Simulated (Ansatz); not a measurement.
CH₆AlFGe (`[F][AlH][CH2][GeH3]`). The species carries charge 0 and has multiplicity 1.

Cartesian coordinates in Å:
```
F -0.873 2.023 -1.875
Al -1.350 1.013 -0.657
C -0.357 -0.622 -0.390
Ge 1.221 -0.424 0.757
H -2.577 1.489 0.212
H -0.999 -1.376 0.077
H -0.007 -1.020 -1.347
H 0.813 0.190 2.111
H 2.242 0.514 0.090
H 1.887 -1.786 1.020
```

**Question.** List the harmonic frequencies (cm⁻¹, unscaled) at PBE0-D4/def2-TZVP in Ansatz. (Best estimate.)

**Answer.** Ansatz gave: 29, 70, 111, 214, 445, 460, 496, 608, 632, 698, 716, 833, 862, 883, 889, 980, 988, 1380, 1959, 2136, 2144, 2152, 3059, 3123.

**Question.** Is this a minimum?

**Answer.** Yes, all 24 modes are real.

**Question.** Give the ideal-gas thermochemistry at 298.15 K and 1 bar (rigid rotor, harmonic oscillator; point group C1, symmetry number 1).

**Answer.** Zero-point energy 154.7 kJ/mol; H(298) − E = 176.5 kJ/mol; entropy 368.5 J/(mol·K), of which translation 170.2, rotation 115.2, vibration 83.1; G(298) − E = 66.7 kJ/mol. Modes under 100 cm⁻¹ are hindered rotations or soft bends, so the harmonic entropy is rough.

**Question.** And at 400, 500, 600, 800 and 1000 K?

**Answer.** 
```json
{"T (K)": "400", "H − E (kJ/mol)": "188.9", "S (J/mol/K)": "404.0", "G − E (kJ/mol)": "27.3"}
{"T (K)": "500", "H − E (kJ/mol)": "202.9", "S (J/mol/K)": "435.1", "G − E (kJ/mol)": "-14.7"}
{"T (K)": "600", "H − E (kJ/mol)": "218.2", "S (J/mol/K)": "463.1", "G − E (kJ/mol)": "-59.6"}
{"T (K)": "800", "H − E (kJ/mol)": "252.1", "S (J/mol/K)": "511.7", "G − E (kJ/mol)": "-157.2"}
{"T (K)": "1000", "H − E (kJ/mol)": "289.1", "S (J/mol/K)": "552.9", "G − E (kJ/mol)": "-263.8"}
```
